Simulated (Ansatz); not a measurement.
## Ligand exchange: HF + C2H6F2Si2 → SiH4 + C2H3F3Si

Species: HF, singlet; C2H6F2Si2 `C=C[Si](F)(F)[SiH3]`, singlet; SiH4 `[SiH4]`, singlet; C2H3F3Si `C=C[Si](F)(F)F`, singlet. The partners trade F for SiH3: H–F and Si–SiH3 bonds give way to H–SiH3 and Si–F.

Shapes, held fixed at every level: PBE0-D4/def2-TZVP. Flexible molecules stand in one conformer, not always the lowest. Programs: Ansatz 0.2.0. Electronic energies: no zero-point or thermal term.

Question: Estimate ΔE of this reaction.

Answer: The highest level, CCSD(T)/CBS estimate, gives ΔE = -169.7 kJ/mol; the levels span -179.0 to -145.7. The column of differences is taken from that level and isn't an error. No measured value is set beside it here. The CBS estimate extrapolates MP2 from def2-TZVPP and def2-QZVPP and adds CCSD(T) − MP2 in the triple-zeta set, cores frozen.

```json
{"level": "PBE-D4/def2-TZVPP", "kind": "GGA", "ΔE (kJ/mol)": "-145.7", "less CCSD(T)/CBS estimate": "+24.0"}
{"level": "r2SCAN-D4/def2-TZVPP", "kind": "meta-GGA", "ΔE (kJ/mol)": "-171.7", "less CCSD(T)/CBS estimate": "-2.0"}
{"level": "B3LYP-D4/def2-TZVPP", "kind": "global hybrid", "ΔE (kJ/mol)": "-168.8", "less CCSD(T)/CBS estimate": "+0.9"}
{"level": "PBE0-D4/def2-TZVPP", "kind": "global hybrid", "ΔE (kJ/mol)": "-154.2", "less CCSD(T)/CBS estimate": "+15.5"}
{"level": "B2PLYP/def2-TZVPP", "kind": "double hybrid", "ΔE (kJ/mol)": "-179.0", "less CCSD(T)/CBS estimate": "-9.3"}
{"level": "MP2/def2-TZVPP", "kind": "perturbation theory", "ΔE (kJ/mol)": "-176.8", "less CCSD(T)/CBS estimate": "-7.1"}
{"level": "CCSD(T)/CBS estimate", "kind": "coupled cluster or CI", "ΔE (kJ/mol)": "-169.7", "less CCSD(T)/CBS estimate": "0.0"}
```
